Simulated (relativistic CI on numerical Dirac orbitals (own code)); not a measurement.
# Mo5+: q coefficients and field-shift factors

Calculated at this level of theory: Dirac-Coulomb-Breit CI, KLI orbitals optimised for each configuration, valence Slater integrals scaled by 0.85, P86 correlation energy added to each configuration, derivatives by finite differences, QED left out (own radial code, finite nucleus).

CI space (outside the closed core [Ar] 3d10): 4s2 4p6 4d, 4s2 4p6 5s, 4s2 4p6 4f, 4s2 4p6 5p, 4s2 4p5 4d2, 4s2 4p6 5d, 4s 4p6 4d2. Double excitations out of closed p, d and f shells are left out; levels of such configurations are missing from the list, as are those of other unlisted configurations, and high levels can miss mixing partners.

With x = (α/α₀)² − 1 an excitation energy changes as ω = ω₀ + qx; K = 2q/ω₀ is the relative enhancement. Terms are leading LS components, so labels can repeat. The field-shift factor is F = δν/δ⟨r²⟩ for the transition from the lowest level.

Lowest level 4s2 4p6 4d 2D_3/2.

```csv
Level,ω₀ (cm⁻¹),q (cm⁻¹),K,F (GHz/fm²)
4s2 4p6 4d 2D_5/2,2444,2363,1.93,0.0302
4s2 4p6 5s 2S_1/2,125148,-11280,-0.18,7.75
4s2 4p6 5p 2P°_1/2,187050,-9032,-0.0966,1.65
4s2 4p6 5p 2P°_3/2,191722,-4115,-0.0429,1.59
4s2 4p6 4f 2F°_5/2,275906,-1355,-0.00982,1.59
4s2 4p6 4f 2F°_7/2,276385,-1000,-0.00724,1.59
4s2 4p6 5d 2D_3/2,285467,-3802,-0.0266,1.7
4s2 4p6 5d 2D_5/2,286213,-3053,-0.0213,1.7
4s2 4p5 4d2 4D°_1/2,288781,4189,0.029,1
4s2 4p5 4d2 4D°_3/2,289760,4842,0.0334,1.01
4s2 4p5 4d2 4D°_5/2,291395,5917,0.0406,1.02
4s2 4p5 4d2 4D°_7/2,294162,8071,0.0549,1.02
4s2 4p5 4d2 4G°_11/2,301402,5370,0.0356,1.1
4s2 4p5 4d2 4G°_9/2,302267,4592,0.0304,1.08
4s2 4p5 4d2 4P°_5/2,303158,5426,0.0358,1.06
4s2 4p5 4d2 4G°_7/2,304186,5173,0.034,1.04
4s2 4p5 4d2 4G°_5/2,305653,4369,0.0286,1.06
4s2 4p5 4d2 4P°_3/2,306721,7427,0.0484,1.03
4s2 4p5 4d2 2D°_3/2,309424,4498,0.0291,1.05
4s2 4p5 4d2 4P°_1/2,310144,10690,0.0689,0.991
4s2 4p5 4d2 2D°_5/2,311465,6097,0.0392,1.11
4s2 4p5 4d2 4F°_9/2,312931,7564,0.0483,1.1
4s2 4p5 4d2 4F°_7/2,314194,6437,0.041,1.07
```

At this charge configurations can still be misplaced by up to about 7 % of their energy.
